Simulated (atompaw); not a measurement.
## Mg: PAW (atompaw) pseudisation with PBE, scalar-relativistic reference atom.

The input file (atompaw 4.2.0.5):

```
Mg 12
GGA-PBE scalarrelativistic loggrid 1500 logderivrange -5 5 251
3 3 0 0 0 0
3 0 1.75
3 1 0.25
0 0 0
c
c
v
v
v
1
1.75 1.65 1.60 0.95
y
4.85
n
n
modrrkj vanderbiltortho sinc
2 0 ultrasoft
1.75
1.75
0.80
1.75
PWSCFOUT
UPFDX 0.0125d0 UPFXMIN -7.d0 UPFZMESH 12.d0
END
```

Command:

```bash
atompaw < Mg.input > Mg.log
```

The program printed (summary file):

```
[... start of the log left out ...]
   3  1      2.5000000E-01 -1.1311406E-01

 Total energy
   Total                    :     -400.49713430348618
   Valence                  :      -95.22165673381693

 PAW parameters:
       lmax =            1
         rc =    1.7625390507560565
        irc =         1012
   rc_shape =    1.6556473045678199
    rc_vloc =    1.6046566396458062
    rc_core =   0.95014748466531818
   Vloc: Non norm-conserving form with l= 2;e=   0.0000E+00
   Projector type: modified RKKJ projectors + Vanderbilt ortho.
   Sinc^2 compensation charge shape zeroed at   1.6556E+00

 Number of basis functions     4
 No.   n  nodes  l      Energy         Cp coeff         Occ
  1    3    2    0   -0.3654954E+00 -0.6942912E+01  0.1750000E+01
  2  999    3    0    0.4850000E+01  0.1579352E+00  0.0000000E+00
  3    2    0    1   -0.3466075E+01 -0.2106298E-01  0.6000000E+01
  4    3    1    1   -0.1131141E+00 -0.7504864E+02  0.2500000E+00

 Eigenvalues of overlap operator (in the basis of projectors):
    1       -9.86118161E-01
    2        7.28084016E-01
    3        5.59380776E+00
    4        5.95418108E+04

The overlap operator has at least one negative eigenvalue!
It might be not positive definite...
Program is stopping.
This probably means that your projectors are too similar
or that your PAW basis is incomplete.
Advice: try to change your input parameters (f.i. : reference energies).
```

The run stopped because the overlap operator built from these waves and projectors is not positive definite.

The run took about 1.7 s on one core of a shared server CPU.
